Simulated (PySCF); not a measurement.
Calculation: PySCF with B3LYP-D3(BJ)/def2-TZVP // BP86-D3(BJ)/def2-SVP. Isolated molecules, 0 K electronic values unless said otherwise. One relaxed conformer stands for a flexible species; it need not be the lowest. B3LYP has the VWN-RPA correlation part, as in Gaussian. 

Reference species: [Zn(OH)(Br)] (neutral, multiplicity 1).

| Quantity | Value |
|---|---|
| coordination number | 2 |
| charge on the central atom (Mulliken) | 0.57 e |

Changed species: [Zn(OH)2] (0 of 2 OH replaced by Br; the reference has 1 of 2 OH replaced by Br).

What does the change do to the coordination number and charge on the central atom (Mulliken)?

the coordination number hardly moves; the charge on the central atom (Mulliken) increases by 0.05 e, to 0.62 e.
